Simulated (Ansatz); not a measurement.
`C[SiH2]OCO` + `C=CSC[SiH3]` → `C=CS[SiH2]C` + `OCOC[SiH3]`  (redistribution)

Gas-phase electronic energies from Ansatz, PBE0-D4/def2-TZVP geometries. CCSD(T)/CBS adds triple-zeta CCSD(T) − MP2 to the extrapolated MP2 energy (def2 sets, frozen cores). Functionals use def2-TZVPP. Each species was taken in one conformer, which may not be the lowest.

(1) Is it downhill or uphill in electronic energy at CCSD(T)/CBS, and by how much? (An estimate is asked.)

(2) What do these levels give: B2PLYP, HF/def2-TZVPP, CCSD/def2-TZVPP, MP2/def2-QZVPP, SCS-MP2/def2-QZVPP, MP2/CBS(def2)? (An estimate is asked.)

Largest T1 diagnostic among the species: 0.012.

## Answers

(1) The calculation gave: Uphill: ΔE = +0.91 eV.

(2) Ansatz gave: B2PLYP 0.90, HF/def2-TZVPP 0.95, CCSD/def2-TZVPP 0.90, MP2/def2-QZVPP 0.97, SCS-MP2/def2-QZVPP 0.96, MP2/CBS(def2) 0.97 eV.

From PBE to PBE0 (25 % exact exchange), in def2-TZVPP and without D4, ΔE moves by +0.05 eV.
